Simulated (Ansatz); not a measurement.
`F[SiH]([SiH3])Cl` + H–F → `F[SiH3]` + `F[SiH2]Cl` at 600 K and 1 bar (cleavage of the Si–Si bond).

Program: Ansatz. Geometries: PBE0-D4/def2-TZVP. ΔE: electronic, gas phase. CCSD(T)/CBS is the MP2 limit (def2-TZVPP, def2-QZVPP) plus CCSD(T) − MP2 in def2-TZVPP, frozen cores. This one scheme is used for every species.

```tsv
species	CCSD(T)/CBS energy (Eh)	H − E (kJ/mol)	S (J/(mol·K))
`F[SiH]([SiH3])Cl`	-1140.23962	156.7	426.3
H–F	-100.39570	42.3	194.0
`F[SiH3]`	-390.72345	101.0	280.0
`F[SiH2]Cl`	-849.96195	91.2	329.4
```

H − E and S are ideal-gas, rigid-rotor, harmonic terms from PBE0-D4/def2-TZVP, for one conformer and one mirror image of each species. 1 Eh = 2625.50 kJ/mol, R = 8.31446 J/(mol·K).

Question: By hand: ΔE, ΔH, ΔS and ΔG.

Answer: ΔE = (-390.72345) + (-849.96195) − (-1140.23962) − (-100.39570) = -0.05008 Eh = -131.5 kJ/mol. Δ(H − E) = 101.0 + 91.2 − 156.7 − 42.3 = -6.8, so ΔH = -138.3 kJ/mol. ΔS = 280.0 + 329.4 − 426.3 − 194.0 = -10.9 J/(mol·K). ΔG = -138.3 − 600 × (-10.9)/1000 = -131.8 kJ/mol.

Question: By hand: the equilibrium constant, and the temperature at which ΔG would vanish if ΔH and ΔS stayed fixed.

Answer: log₁₀ K = −ΔG/(RT ln 10) = 11.5. ΔG = 0 at ΔH/ΔS = 12688 K, far beyond where these terms or the molecules hold.

The number of gas molecules stays the same, so ΔS is small and ΔH decides. A doubt of 5 kJ/mol in ΔE shifts log₁₀ K by 0.4 here. Other conformers and mirror images would add mixing entropy, several J/(mol·K) or more a flexible species. These are equilibria of isolated gas molecules and say nothing of rates. Largest T1 diagnostic: 0.012 (customary marks: 0.02 for closed shells, 0.045 for open ones).
